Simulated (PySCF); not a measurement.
C5H7FO4.
SMILES: `CC(=O)O[C@@H]1OCO[C@H]1F`

The closed-shell ground state was solved at several levels (PySCF, density fitting, gas phase, non-relativistic). Isolated species at its PBE0-D3(BJ)/def2-SVP geometry (one conformer only).

| level | basis functions | HOMO (eV) | LUMO (eV) | gap (eV) | dipole (D) |
| --- | --- | --- | --- | --- | --- |
| PBE0/pcSseg-1 | 205 | -8.20 | -0.06 | 8.14 | 2.84 |
| CAM-B3LYP/def2-SVPD | 271 | -9.78 | 0.93 | 10.71 | 2.99 |

(1) What might wB97X-D/pcSseg-1 (205 basis functions) give for the same quantities?

(2) Over all these levels, which gives the widest orbital gap and which the narrowest?

(3) How far do the dipole and the HOMO energy spread over the levels?

## Answers

(1) HOMO -10.14 eV, LUMO 1.81 eV, gap 11.95 eV, dipole 2.90 D.

(2) wB97X-D/pcSseg-1 (range-separated hybrid) has the widest, 11.95 eV, and PBE0/pcSseg-1 (global hybrid, 25 % exact exchange) the narrowest, 8.14 eV. The two share the basis. From the narrowest to the widest the HOMO moves by -1.94 eV and the LUMO by +1.87 eV.

(3) The dipole runs from 2.84 to 2.99 D (mean 2.91 D) and the HOMO from -10.14 to -8.20 eV.
